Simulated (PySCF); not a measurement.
C4H3Cl2F, SMILES FC(/C=C\Cl)=C/Cl.

The structure is a stationary point at PBE0-D3(BJ)/def2-SVP. The structure was generated by enumeration; whether it is a known compound was not checked. The values are those of a single conformer.

Two levels are set side by side: TDA-PBE/def2-SVPD (PySCF) and TDA-PBE0/def2-SVPD (PySCF). Vertical, same geometry. The lowest singlet is HOMO→LUMO 77 % with PBE and HOMO→LUMO 91 % with the other functional; states are paired by order. Differences are taken from unrounded values.

```
quantity                               TDA-PBE
-------------------------------------  -------
lowest singlet excitation (eV)            4.84
lowest triplet excitation (TDA) (eV)      2.69
first bright state (f over 0.05) (eV)     4.84
its oscillator strength                   0.61
```

**Question.** These are the TDA-PBE values. What does TDA-PBE0 give? (The exact figures need the calculation; the answer reports its results.)

**Answer.** 
```json
[
 {"quantity": "lowest singlet excitation (eV)", "TDA-PBE0": "5.26", "TDA-PBE minus TDA-PBE0": "-0.41"},
 {"quantity": "lowest triplet excitation (TDA) (eV)", "TDA-PBE0": "2.70", "TDA-PBE minus TDA-PBE0": "-0.01"},
 {"quantity": "first bright state (f over 0.05) (eV)", "TDA-PBE0": "5.26", "TDA-PBE minus TDA-PBE0": "-0.41"},
 {"quantity": "its oscillator strength", "TDA-PBE0": "0.87", "TDA-PBE minus TDA-PBE0": "-0.27"}
]
```

Functionals without exact exchange tend to place singlet excitations lower, as here. Differences between two approximate levels are no errors against the true value.

Rough cost on one machine, each run with all the roots and properties that it gave: TDA-PBE0 against TDA-PBE about 3 times.
